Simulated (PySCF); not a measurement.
C₄H₁₁AlO.
Structure used (PBE0-D3(BJ)/def2-SVP), in Å, numbered top down from 1:
```xyz
17
C4H11AlO angstrom
C     -1.457    0.261    0.920
C     -1.915   -0.374   -0.389
C     -0.913   -0.331   -1.541
C      0.363   -1.140   -1.348
O      1.200   -0.652   -0.348
Al     1.631    0.822    0.385
H     -2.289    0.353    1.635
H     -0.675   -0.336    1.414
H     -1.078    1.287    0.753
H     -2.199   -1.424   -0.199
H     -2.839    0.129   -0.720
H     -1.410   -0.705   -2.453
H     -0.639    0.719   -1.758
H      0.092   -2.186   -1.103
H      0.908   -1.181   -2.310
H      2.383    0.689    1.769
H      1.362    2.213   -0.337
```

Computed with PySCF, PBE0-D3(BJ)/def2-SVP geometry optimisation, gas phase.

Problem. Which atoms are bound to Al6, and at what distances?

Solution. 3 atoms: H16 1.582 Å, H17 1.589 Å, O5 1.702 Å. The nearest atom not counted as bound is H9, at 2.77 Å (others tie with it).

Problem. List the angles at Al6.

Solution. 
| angle | degrees | distance of the outer atoms (Å) |
| --- | --- | --- |
| H16–Al6–H17 | 123.5 | 2.79 |
| O5–Al6–H17 | 121.3 | 2.87 |
| O5–Al6–H16 | 115.1 | 2.77 |

Problem. What is the shape at Al6?

Solution. Planar: angles 123.5°, 121.3° and 115.1°, sum 359.9°, 0.03 Å off the plane of its three neighbours.

Problem. What are the other bond lengths?

Solution. C1–C2 1.525 Å; C2–C3 1.528 Å; C3–C4 1.523 Å; C4–O5 1.392 Å; C1–H7, C1–H8, C1–H9 1.103 Å; C2–H10, C2–H11 1.104 Å; C3–H12, C3–H13 1.105 Å; C4–H14, C4–H15 1.107 Å.

Problem. Give some angles away from the centre.

Solution. C1–C2–C3 116.0°, C2–C3–C4 116.0°, C3–C4–O5 114.1°, C4–O5–Al6 139.9°.

Problem. What are the rotational constants (commonest isotopes, rigid rotor)?

Solution. A = 3798, B = 2080, C = 1539 MHz: an asymmetric top.

Point group: C1 (no symmetry element, even within 0.4 Å). Charge 0, singlet. PBE0-D3(BJ)/def2-SVP frequencies: not computed here.

One conformer stands for the species.
